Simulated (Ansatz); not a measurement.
SnGe2, relaxed as a singlet with RKS r2SCAN-D4/def2-TZVP in Ansatz, starting from the GFN1-xTB geometry. Force threshold 0.02 eV/Å.

In the def2 sets Sn takes a core potential; there is no spin–orbit coupling. The structure comes from a short search, and lower isomers may exist.

Start:

Cartesian coordinates in Å:
```
Ge 1.217 0.242 -0.593
Ge -0.554 1.195 0.394
Sn -0.663 -1.438 0.199
```

```csv
step,energy (eV),largest force component (eV/Å),SCF passes
1,-118869.0774,1.000,20
2,-118869.1119,0.138,26
3,-118869.1141,0.045,28
4,-118869.1143,0.058,27
5,-118869.1182,0.234,30
6,-118869.1687,0.610,30
7,-118869.3534,0.561,29
8,-118869.4511,0.731,28
9,-118869.4791,0.252,23
10 (rejected),-118869.4772,0.138,23
11,-118869.4875,0.028,23
12,-118869.4877,0.003,25
```

Force components are those of the run's own axes.

End:

| atom | x (Å) | y (Å) | z (Å) |
| --- | --- | --- | --- |
| Ge1 | 1.446 | 0.484 | -0.686 |
| Ge2 | -0.527 | 0.977 | 0.360 |
| Sn3 | -0.919 | -1.461 | 0.326 |

By distances, no bond broke or formed. The bond that changes most is Ge1–Sn3, from 2.64 to 3.23 Å (atoms count from 1). The end is the same structure that another start reached, the lowest one found.

No frequencies were taken in this run, so the end may be a saddle point.

It took 25 s on 4 threads of Arm Neoverse V1 on a shared host.
